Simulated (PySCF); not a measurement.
# Bonding in `C=Cc1nn(C)nc1C`

Compound: C6H9N3.
Atom-mapped SMILES: `[CH2:1]=[CH:2][c:3]1[n:4][n:5]([CH3:6])[n:7][c:8]1[CH3:9]` (hydrogens: H10, H11 on C1; H12 on C2; H13, H14, H15 on C6; H16, H17, H18 on C9)

Geometry (GFN2-xTB, Å), atoms numbered from 1 in this order:
```xyz
18
C6H9N3 angstrom
C     -0.092    2.014   -2.229
C     -0.785    1.229   -1.413
C     -0.184    0.375   -0.417
N      1.127    0.307   -0.169
N      1.246   -0.568    0.796
C      2.514   -0.945    1.340
N      0.114   -1.095    1.211
C     -0.825   -0.524    0.468
C     -2.269   -0.830    0.615
H      0.983    2.044   -2.181
H     -0.573    2.642   -2.958
H     -1.865    1.190   -1.457
H      2.426   -1.040    2.422
H      3.237   -0.175    1.081
H      2.837   -1.902    0.926
H     -2.675   -1.207   -0.324
H     -2.820    0.070    0.888
H     -2.403   -1.580    1.389
```

Bond orders from the PBE0/pcSseg-1 density (PySCF). One conformer (not necessarily the lowest) at the GFN2-xTB geometry, without solvent, vibrations or thermal averaging.

Q: Where do the orders between heavy atoms depart from those drawn in the SMILES?

A: The largest departure is 0.281, at N5–N7 (drawn aromatic, 1.219), counting aromatic bonds as 1.5. The bonds drawn aromatic range from 1.22 to 1.48.

Q: Set the Mayer orders of the bonds beside their lengths.

A: 
```
  bond  drawn as  length (Å)  Mayer order
 C1–C2    double       1.327        1.940
 C2–C3    single       1.443        1.061
 C3–N4  aromatic       1.336        1.441
 N4–N5  aromatic       1.308        1.250
 N5–C6    single       1.430        0.901
 N5–N7  aromatic       1.315        1.219
 N7–C8  aromatic       1.327        1.476
 C8–C9    single       1.483        1.082
 C8–C3  aromatic       1.416        1.264
C1–H10    single       1.076        0.943
C1–H11    single       1.076        0.950
C2–H12    single       1.082        0.964
C6–H13    single       1.089        0.957
C6–H14    single       1.088        0.955
C6–H15    single       1.092        0.959
C9–H16    single       1.090        0.945
C9–H17    single       1.090        0.944
C9–H18    single       1.086        0.940
```

Bonds between the same two heavy elements. C–C: lowest C2–C3 (1.061, 1.443 Å), highest C1–C2 (1.940, 1.327 Å); in 1 of the 6 pairs the longer bond (by over 0.003 Å) has the higher order (by 0.02 or more). C–N: lowest N5–C6 (0.901, 1.430 Å), highest N7–C8 (1.476, 1.327 Å). N–N: lowest N5–N7 (1.219, 1.315 Å), highest N4–N5 (1.250, 1.308 Å).

Q: Sum the orders of all bonds at each heavy atom with more than one neighbour and set the sums beside the valence in the SMILES.

A: C1 3.833 (drawn 4), C2 3.965 (drawn 4), C3 3.766 (drawn 4), N4 2.691 (drawn 3), N5 3.370 (drawn 3), C6 3.772 (drawn 4), N7 2.695 (drawn 3), C8 3.822 (drawn 4), C9 3.911 (drawn 4). Orders between atoms that aren't bonded are not in these sums.

The Mayer order sums products of elements of PS (density times overlap matrix) between the two atoms' basis functions, so it depends on the basis set.
